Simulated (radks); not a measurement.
Results of a calculation; reference values are marked as such.
Initial-state core-level shifts of neutral niobium when its valence configuration changes from [Kr] 4d4 5s1. Code: a radial shooting solver on a logarithmic mesh with Libxc functionals. Model: Dirac Kohn-Sham, PBE, spin-unpolarised, spherical densities, point nucleus; open shells fill j = l - 1/2 first. Shifts are changes of the shell-averaged eigenvalues in eV (positive: less bound).

\begin{tabular}{lrrrr}
valence & 2p & 3p & 3d & 4s \\ \hline
4d3 5s1 5p1 & -3.894 & -3.874 & -3.887 & -3.704 \\
4d3 5s2 & -2.680 & -2.648 & -2.664 & -2.468 \\
4d3.5 5s1 5p0.5 & -1.856 & -1.851 & -1.856 & -1.788 \\
4d2 5s1 5p2 & -8.438 & -8.351 & -8.385 & -7.815 \\
5s1 5p4 & -19.234 & -18.830 & -18.931 & -16.863 \\
4d3 5p2 & -5.008 & -5.000 & -5.010 & -4.837 \\
4d2.5 5s1.5 5p1 & -5.519 & -5.467 & -5.490 & -5.142 \\
4d2 5s1.5 5p1.5 & -7.876 & -7.785 & -7.820 & -7.257 \\
4d3.5 5p1.5 & -2.985 & -2.993 & -2.996 & -2.950 \\
\end{tabular}
